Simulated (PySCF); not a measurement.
Compound: C8H13FS.
SMILES with atom numbers: `[CH2:1]=[CH:2][CH2:3][C@@:4]1([F:5])[CH2:6][CH2:7][CH2:8][CH2:9][S:10]1`

NICS = −σ at a ghost point: NICS(0) at the centroid of the ring atoms, NICS(1) 1 Å to either side along the normal of their mean plane, zz for the tensor component along that normal. Level: GIAO PBE0/pcSseg-1 (PySCF, non-relativistic, gas phase) on the GFN2-xTB geometry, one conformer.

Ring bond lengths (Å), with Mayer bond orders in brackets: C4–C6 1.524 (0.94), C6–C7 1.529 (1.04), C7–C8 1.527 (1.04), C8–C9 1.518 (1.02), C9–S10 1.821 (0.98), S10–C4 1.837 (1.04).

Task: Give the NICS values of each ring in ppm.

Result: 
```json
{"ring": "C4–C6–C7–C8–C9–S10", "type": "6-membered ring with S; formal bonds all single", "NICS(0)": "-2.2", "NICS(1), two faces": "-1.7 / -1.8", "NICS(1)zz, two faces": "4.3 / 4.2", "rms pucker (Å)": "0.28", "centre to ring atoms, mean (Å)": "1.55"}
```

Task: What can be read from them?

Result: 
- C4–C6–C7–C8–C9–S10: mean NICS(1)zz 4.2 ppm, deshielded. C4, C6, C7, C8, C9 have four or more neighbours, so the value isn't read as a sign of a π ring current.

Task: What field does 14.1 T along the ring normal induce along that normal at the second NICS(1) probe listed for ring C4–C6–C7–C8–C9–S10, 1 Å off the ring?

Result: NICSzz × B0 = 4.2 ppm × 14.1 T = 59 μT, along the applied field.

Task: Give the inner angles of the rings and the Hirshfeld charges of the ring atoms.

Result: 
- C4–C6–C7–C8–C9–S10: C4 110.4° (+0.102 e), C6 112.8° (-0.088 e), C7 112.0° (-0.072 e), C8 111.2° (-0.074 e), C9 111.2° (-0.073 e), S10 97.5° (-0.019 e); sum 655.1° against 720° for a flat convex ring.
